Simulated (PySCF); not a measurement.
Compound: C₅H₆F₂.
SMILES with atom numbers: `[CH2:1]=[CH:2][C:3](=[CH2:4])[CH:5]([F:6])[F:7]` (hydrogens: H8, H9 on C1; H10 on C2; H11, H12 on C4; H13 on C5)

Computed with PySCF at wB97X-D/def2-SVPD, non-relativistic, on one gas-phase PBE0-D3(BJ)/def2-SVP geometry that isn't relaxed in the solvent. The solvent is an IEF-PCM continuum (Bondi radii, 1.10 Å for H, scaled by 1.2), and excitations are vertical TDDFT with non-equilibrium linear response and a frozen core. Only the electrostatic response of the medium enters.

Gas-phase singlets (H = HOMO, L = LUMO):

```csv
state,E (eV),λ (nm),f,leading configuration
S1,5.881,211,0.598,H→L 98%
S2,7.034,176,0.002,H-1→L 60%
S3,7.231,171,0.024,H→L+1 79%
S4,7.413,167,0.014,H→L+2 57%
S5,7.877,157,0.024,H-2→L 34%
```

**Question.** Give the list for benzene (ε = 2.271), n² = 2.25.

**Answer.** 
```json
{"state": "S1", "E (eV)": "5.628", "λ (nm)": "220", "f": "0.739", "leading configuration": "H→L 98%", "change by rank (eV)": "-0.253"}
{"state": "S2", "E (eV)": "7.032", "λ (nm)": "176", "f": "0.003", "leading configuration": "H-1→L 56%", "change by rank (eV)": "-0.002"}
{"state": "S3", "E (eV)": "7.211", "λ (nm)": "172", "f": "0.026", "leading configuration": "H→L+1 78%", "change by rank (eV)": "-0.020"}
{"state": "S4", "E (eV)": "7.416", "λ (nm)": "167", "f": "0.012", "leading configuration": "H→L+2 59%", "change by rank (eV)": "+0.003"}
{"state": "S5", "E (eV)": "7.795", "λ (nm)": "159", "f": "0.025", "leading configuration": "H-2→L 41%", "change by rank (eV)": "-0.082"}
```

**Question.** Give the list for water (ε = 78.36), n² = 1.78.

**Answer.** 
```tsv
state	E (eV)	λ (nm)	f	leading configuration	change by rank (eV)
S1	5.707	217	0.703	H→L 98%	-0.174
S2	7.022	177	0.003	H-1→L 59%	-0.012
S3	7.224	172	0.025	H→L+1 75%	-0.007
S4	7.453	166	0.011	H→L+2 56%	+0.040
S5	7.829	158	0.023	H-2→L 39%	-0.048
```

**Question.** The ground-state energy changes by -0.175 eV from gas to water. By how much does the total energy of gas-phase S1 change?

**Answer.** E(S1) = E(S0) + excitation energy, so it changes by -0.175 − 0.174 = -0.349 eV: it is lowered more than the ground state, which is what a red shift means. This is the vertical state, with the slow part of the continuum still set for S0.

**Question.** How do the frontier levels move from gas to water?

**Answer.** 
```
orbital  gas (eV)  solvent (eV)  change (eV)                  Löwdin shares, gas              Löwdin shares, solvent
 LUMO+2      2.72          2.90        +0.18  C4 17 %, C2 13 %, H11 12 %, C1 9 %  C4 22 %, C2 13 %, H11 11 %, C3 9 %
 LUMO+1      2.37          2.48        +0.11  C4 16 %, C1 14 %, C2 14 %, C5 11 %  C5 16 %, C4 14 %, C1 14 %, C2 11 %
   LUMO      0.41          0.56        +0.15  C4 28 %, C1 21 %, C3 18 %, C2 14 %  C4 28 %, C1 21 %, C3 18 %, C2 14 %
   HOMO     -9.03         -8.90        +0.13  C1 26 %, C4 23 %, C2 21 %, C3 18 %  C1 26 %, C4 22 %, C2 21 %, C3 18 %
 HOMO-1    -11.50        -11.38        +0.12  C3 17 %, C5 15 %, C2 14 %, F6 11 %   C3 18 %, C5 15 %, C2 15 %, F6 9 %
 HOMO-2    -11.63        -11.52        +0.11  C3 24 %, C2 20 %, C4 12 %, C1 12 %  C3 23 %, C2 21 %, C1 12 %, C4 12 %
 HOMO-3    -12.60        -12.45        +0.15  C1 19 %, F7 15 %, C2 12 %, C3 10 %  C1 19 %, F7 14 %, C3 11 %, C2 10 %
```

The HOMO–LUMO gap goes from 9.45 to 9.46 eV.

Conformer computed: `[CH2:1]=[CH:2][C:3](=[CH2:4])[CH:5]([F:6])[F:7]`: C1–C2–C3–C4 -175°, C2–C3–C5–F6 180°.

wB97X-D is run here without its empirical dispersion term; that term would change no orbital, density or response property at a fixed geometry.
